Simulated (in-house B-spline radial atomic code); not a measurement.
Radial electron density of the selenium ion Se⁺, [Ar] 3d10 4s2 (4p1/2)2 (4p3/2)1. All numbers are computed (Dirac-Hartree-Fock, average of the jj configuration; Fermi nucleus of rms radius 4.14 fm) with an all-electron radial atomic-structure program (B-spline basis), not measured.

Columns: r (bohr), 4πr²n(r) (electrons per bohr), bar.

```
 0.00197    1.393 #
  0.0024    1.984 ##
 0.00294    2.833 ###
 0.00359    3.992 ####
  0.0044    5.604 #####
 0.00537    7.718 #######
 0.00657    10.52 #########
 0.00804    14.08 ############
 0.00983    18.41 ################
   0.012     23.4 #####################
  0.0147    28.91 ##########################
   0.018    34.32 ##############################
   0.022    38.84 ##################################
  0.0269    41.67 #####################################
  0.0328    42.15 #####################################
  0.0402    40.25 ####################################
  0.0491    37.06 #################################
    0.06     34.6 ###############################
  0.0734    35.11 ###############################
  0.0898    39.48 ###################################
    0.11     45.8 #########################################
   0.134    49.58 ############################################
   0.164    47.14 ##########################################
   0.201    38.55 ##################################
   0.245    29.59 ##########################
     0.3    26.11 #######################
   0.367    29.16 ##########################
   0.449    32.93 #############################
   0.549     31.2 ############################
   0.671    23.49 #####################
    0.82    14.24 #############
       1    7.712 #######
    1.23    4.644 ####
     1.5    3.714 ###
    1.83    3.089 ###
    2.24    2.163 ##
    2.74     1.18 #
    3.35    0.483 
     4.1   0.1409 
    5.01  0.02803 
    6.13  0.00342 
    7.49 0.000236
```

On this grid the curve has 3 maxima, near 0.0328, 0.134, 0.449 bohr.

The 4p3/2 radial function P(r) = rR(r), positive near the nucleus, with its small component Q(r) (sign convention: Q ≈ (P' + κP/r)/2c):

```tsv
r (bohr)	P	Q
0.00294	0.000983	-6.12e-05
0.0044	0.002134	-0.0001329
0.00657	0.004558	-0.0002837
0.00983	0.009594	-0.0005971
0.0147	0.01963	-0.001222
0.022	0.03859	-0.002405
0.0328	0.07091	-0.00444
0.0491	0.1193	-0.007577
0.0734	0.1724	-0.0114
0.11	0.1917	-0.01421
0.164	0.1134	-0.01305
0.245	-0.08957	-0.006257
0.367	-0.2962	0.002863
0.549	-0.2566	0.007029
0.82	0.112	0.004269
1.23	0.5737	-0.0006746
1.83	0.7502	-0.003162
2.74	0.5363	-0.002545
4.1	0.2038	-0.0009662
6.13	0.03339	-0.0001555
```
